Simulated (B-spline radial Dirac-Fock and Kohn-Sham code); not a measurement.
## Widths and yields of inner-shell holes in Cr²⁺

System: Cr²⁺, 1s2 2s2 2p6 3s2 3p6 3d4, inside a Watson sphere of charge -2 and radius 1.6 Å (a model of the Madelung potential; inside it an electron's potential energy is raised by 18.0 eV).

Calculated with an atomic code on a B-spline grid, using a relativistic independent-particle model: LDA orbitals of the hole state, radiative multipoles to third order, Auger rates from the Coulomb interaction with a continuum orbital, Dirac-Fock energies.

Partial widths are in eV. Coster-Kronig decay leaves a hole in the same principal shell; its rates are the weakest part of the model, often 1.5 to 2.5 times too large and more for N holes. Holes without an open Auger channel, or with an unreliable SCF state, are not listed.

```
hole  radiative  Auger  Coster-Kronig  total  fluorescence yield  lifetime (fs)
   K      0.289  0.727              0   1.02               0.284          0.648
  L1    0.00192  0.248           5.80   6.05            0.000318          0.109
  L2    0.00100  0.326              0  0.327             0.00307           2.01
  L3    0.00100  0.331              0  0.332             0.00302           1.98
  M1   2.39e-05      0           1.18   1.18            2.02e-05          0.556
  M2   1.83e-05      0          0.518  0.518                   ?              ?
  M3   1.75e-05      0          0.493  0.493            3.55e-05           1.34
```

**Question.** What are the fluorescence yield and the lifetime of the M2 hole?

**Answer.** The yield is the radiative width over the total, 3.54e-05, and the lifetime is ħ/Γ = 1.27 fs.
